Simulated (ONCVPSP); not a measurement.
Reading a pseudo-wave (thallium (Tl))

Columns: radius, all-electron u(r) and pseudo u(r) of the 5p shell (level -94.03 eV) of thallium in the configuration [Kr] 4d10 4f14 5s2 5p6 5d10 6s1; PBEsol, scalar-relativistic, ONCV scheme, ONCVPSP 4.0.1.

```tsv
r (bohr)	all-electron	pseudo
0.080	0.1185	0.0240
0.160	0.3391	0.0935
0.240	-0.3052	0.2018
0.320	-0.6391	0.3388
0.400	-0.4878	0.4919
0.480	-0.0855	0.6475
0.560	0.3549	0.7928
0.640	0.7205	0.9167
0.720	0.9749	1.0110
0.800	1.1203	1.0710
0.880	1.1760	1.0954
0.960	1.1658	1.0863
1.040	1.1112	1.0481
1.120	1.0297	0.9868
1.200	0.9344	0.9092
1.280	0.8345	0.8220
1.360	0.7361	0.7311
1.440	0.6429	0.6415
1.520	0.5571	0.5568
1.600	0.4796	0.4795
1.680	0.4107	0.4106
1.760	0.3501	0.3500
1.840	0.2973	0.2972
1.920	0.2517	0.2516
2.000	0.2124	0.2124
2.080	0.1789	0.1788
```

How many radial nodes do the two functions have?

The all-electron 5p function has n − l − 1 = 3 (the table is too coarse to show those close to the nucleus); the pseudo-wave has 0, since the states of the same l below it are removed with the core.

At about which radius was the pseudo-wave matched?

1.60 bohr, where the columns begin to agree (steps of 0.08 bohr).

Is the pseudo-wave norm-conserving?

Yes: the ONCV scheme keeps the norm inside the radius equal to the all-electron one, which fixes the energy derivative of the logarithmic derivative at the level.
